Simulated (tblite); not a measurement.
CH10GeSSi2 (charge +1 and doublet state).
Bonds: Si1–S2, S2–C3, C3–Ge4, Ge4–Si5. Hydrogens: H6, H7, H8 on Si1; H9, H10 on C3; H11, H12 on Ge4; H13, H14, H15 on Si5.

Computed with GFN2-xTB (tblite), gas phase: L-BFGS steps from a force-field or distance-geometry start until the largest atomic force falls under 0.01 eV/Å.

Step 97: E = -420.3011 eV
```
atom  x, y, z in Å  |  force x, y, z in eV/Å
Si1    -3.1727   -0.2999    0.0468   -0.005   0.103   0.000
S2     -1.4925    1.0250    0.7175   -0.020  -0.053   0.011
C3     -0.3700    1.0203   -0.6482    0.004  -0.007  -0.005
Ge4     0.8990   -0.5293   -0.1511   -0.034  -0.050  -0.026
Si5     3.2972   -0.0443   -0.3375   -0.033  -0.008  -0.003
H6     -3.8736   -0.5156    1.2992    0.019   0.027  -0.011
H7     -2.4567   -1.4436   -0.5019    0.021  -0.060  -0.038
H8     -3.8106    0.5403   -0.9613    0.008  -0.023   0.021
H9     -0.8648    0.8143   -1.5913    0.010   0.000  -0.030
H10     0.1556    1.9682   -0.6869    0.018   0.015   0.034
H11     0.2778   -1.6875   -0.9251   -0.003   0.001   0.043
H12     0.5030   -0.8754    1.2775    0.003   0.009   0.011
H13     3.8697   -1.1606    0.4095    0.029  -0.004   0.014
H14     3.5804   -0.0665   -1.7697   -0.017   0.017  -0.029
H15     3.4536    1.2626    0.2949   -0.001   0.034   0.007
```

Step 98: E = -420.3024 eV
```
atom  x, y, z in Å  |  force x, y, z in eV/Å
Si1    -3.1788   -0.3019    0.0312   -0.004   0.069  -0.011
S2     -1.5046    1.0167    0.7262   -0.008  -0.063  -0.003
C3     -0.3762    1.0247   -0.6361   -0.005  -0.009  -0.011
Ge4     0.9016   -0.5153   -0.1348   -0.023  -0.037  -0.025
Si5     3.3035   -0.0511   -0.3514   -0.039   0.013   0.001
H6     -3.8916   -0.5324    1.2735    0.014   0.039  -0.002
H7     -2.4644   -1.4466   -0.5189    0.029  -0.048  -0.033
H8     -3.8057    0.5388   -0.9830    0.006  -0.010   0.027
H9     -0.8681    0.8165   -1.5812    0.030   0.008  -0.014
H10     0.1422    1.9771   -0.6709    0.011   0.004   0.033
H11     0.2692   -1.6870   -0.8775   -0.003   0.000   0.042
H12     0.5405   -0.8398    1.3068   -0.015   0.011   0.017
H13     3.8710   -1.1746    0.3874    0.033  -0.023   0.010
H14     3.5663   -0.0651   -1.7872   -0.013   0.010  -0.036
H15     3.4908    1.2481    0.2885   -0.013   0.037   0.004
```

Step 99: E = -420.3034 eV
```
atom  x, y, z in Å  |  force x, y, z in eV/Å
Si1    -3.1782   -0.2982    0.0248    0.014  -0.008  -0.018
S2     -1.5046    1.0100    0.7332    0.004  -0.063  -0.009
C3     -0.3783    1.0233   -0.6313   -0.004  -0.011  -0.010
Ge4     0.9012   -0.5153   -0.1337   -0.015  -0.025  -0.014
Si5     3.3032   -0.0513   -0.3565   -0.035  -0.024  -0.019
H6     -3.8955   -0.5358    1.2625    0.006   0.045   0.005
H7     -2.4694   -1.4485   -0.5277    0.015  -0.008  -0.014
H8     -3.7959    0.5424   -0.9932   -0.005   0.013   0.015
H9     -0.8722    0.8147   -1.5753    0.035   0.017  -0.013
H10     0.1389    1.9766   -0.6648    0.009   0.001   0.028
H11     0.2567   -1.6924   -0.8553    0.000  -0.003   0.033
H12     0.5626   -0.8278    1.3149   -0.026   0.011   0.028
H13     3.8700   -1.1751    0.3838    0.029  -0.018  -0.006
H14     3.5598   -0.0586   -1.7939   -0.010   0.002  -0.026
H15     3.4973    1.2440    0.2849   -0.015   0.071   0.020
```

Step 100: E = -420.3037 eV
```
atom  x, y, z in Å  |  force x, y, z in eV/Å
Si1    -3.1808   -0.2998    0.0141    0.011  -0.054  -0.022
S2     -1.5139    1.0047    0.7380    0.027  -0.062  -0.030
C3     -0.3827    1.0271   -0.6237    0.000  -0.002  -0.010
Ge4     0.8998   -0.5078   -0.1233    0.015   0.004   0.016
Si5     3.3068   -0.0566   -0.3646   -0.001   0.037   0.009
H6     -3.9018   -0.5444    1.2486    0.002   0.048   0.002
H7     -2.4737   -1.4520   -0.5407    0.009   0.018  -0.002
H8     -3.7946    0.5396   -1.0064   -0.007   0.024   0.014
H9     -0.8717    0.8151   -1.5703    0.041   0.034   0.005
H10     0.1294    1.9842   -0.6531   -0.004  -0.029   0.022
H11     0.2472   -1.6902   -0.8246   -0.006  -0.020   0.021
H12     0.5796   -0.8060    1.3331   -0.029   0.015   0.019
H13     3.8767   -1.1857    0.3695    0.004   0.008  -0.029
H14     3.5514   -0.0589   -1.8061   -0.019  -0.001   0.010
H15     3.5239    1.2387    0.2819   -0.043  -0.019  -0.025
```

Q: Estimate the geometry and energy of step 101. (The exact step hangs on the optimiser's Hessian estimate; all steps are aligned on step 100, rigid shifts and turns removed.)

A: E = -420.3042 eV, largest force 0.079 eV/Å
```
atom  x, y, z in Å  |  force x, y, z in eV/Å
Si1    -3.1740   -0.2892    0.0261   -0.001  -0.071  -0.035
S2     -1.4945    1.0003    0.7374    0.021  -0.039  -0.007
C3     -0.3760    1.0156   -0.6331    0.018  -0.010  -0.007
Ge4     0.8974   -0.5299   -0.1438    0.028   0.041   0.016
Si5     3.2954   -0.0477   -0.3541    0.011   0.014  -0.004
H6     -3.8862   -0.5216    1.2669   -0.012   0.040   0.014
H7     -2.4805   -1.4495   -0.5298    0.008   0.019  -0.001
H8     -3.7880    0.5512   -0.9931   -0.007   0.027   0.011
H9     -0.8728    0.8073   -1.5756    0.024   0.033  -0.015
H10     0.1430    1.9683   -0.6659    0.007  -0.016   0.019
H11     0.2471   -1.7007   -0.8583   -0.025  -0.054  -0.006
H12     0.5682   -0.8408    1.3053   -0.034   0.005   0.052
H13     3.8743   -1.1603    0.3966    0.011  -0.004  -0.028
H14     3.5598   -0.0482   -1.7912   -0.014  -0.009  -0.007
H15     3.4823    1.2532    0.2850   -0.036   0.025   0.000
```

The energy changes by -0.0005 eV. The first-order estimate −F·Δx gives -0.0011 eV and the mean of the old and new forces, exact on a quadratic surface, -0.0005 eV. The step makes an angle of 86° with the force vector and moves no atom by more than 0.046 Å.

The cost below is that of the whole relaxation. Time: 1.3 s. Hardware: one thread, Arm Neoverse V1 (aarch64), no GPU, shared host with 64 logical CPUs at a one-minute load of 31.
